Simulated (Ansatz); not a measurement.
Reaction (hydrogenolysis of the Si–Br bond): `OB(F)[SiH2]Br` + H₂ → `OB(F)[SiH3]` + HBr

Computed with Ansatz on PBE0-D4/def2-TZVP structures; ΔE is electronic, products minus reactants. CCSD(T)/CBS is the MP2 limit (def2-TZVPP, def2-QZVPP) plus CCSD(T) − MP2 in def2-TZVPP, frozen cores. This one scheme is used for every species. Functionals use def2-TZVPP. HSE06 is defined as in plane-wave codes. For Br outer-core shells are correlated without core-valence functions, which leaves a few kJ/mol of doubt a bond. Scalar relativity is left out up to krypton. One conformer a species, not always the lowest.

Question: Is it downhill or uphill in electronic energy at CCSD(T)/CBS, and by how much? (An estimate is asked.)

Answer: The calculation gave: Uphill: ΔE = +81.3 kJ/mol.

Question: What do these levels give: LDA (SPW92), PBE-D4, r2SCANh-D4, HSE06-D4, ωB97X-V, PBE-QIDH, r2SCAN0, RPA@PBE/def2-TZVPP, HF/def2-TZVPP, CCSD/def2-TZVPP, MP2/def2-QZVPP, HF/CBS(def2)? (Best estimate.)

Answer: The calculation gave: LDA (SPW92) 75.2, PBE-D4 80.0, r2SCANh-D4 82.2, HSE06-D4 79.7, ωB97X-V 76.4, PBE-QIDH 79.7, r2SCAN0 80.1, RPA@PBE/def2-TZVPP 67.6, HF/def2-TZVPP 63.7, CCSD/def2-TZVPP 69.5, MP2/def2-QZVPP 89.2, HF/CBS(def2) 63.2 kJ/mol.

Question: What do rigid-rotor, harmonic-oscillator terms from PBE0-D4/def2-TZVP frequencies (298.15 K, 1 bar) make of the CCSD(T)/CBS value? (An estimate is asked.)

Answer: Ansatz gave: ΔZPE = +5.0 kJ/mol, ΔH = +83.9 kJ/mol, ΔS = 30 J/(mol·K), ΔG = +75.0 kJ/mol.

Largest T1 diagnostic among the species: 0.014.

In def2-TZVPP, CCSD(T) changes the Hartree–Fock value by +9.4 kJ/mol (the triples alone add +3.6 kJ/mol) and MP2 by +20.9 kJ/mol. The D4 term adds +9.6 kJ/mol with B3LYP and +5.1 kJ/mol with PBE0; it sums over pairs of atoms, weighted by their polarisabilities, and B3LYP, whose exchange is more repulsive, gets the larger term.

B3LYP here is the variant with VWN-RPA as its local correlation; programs differ in this.
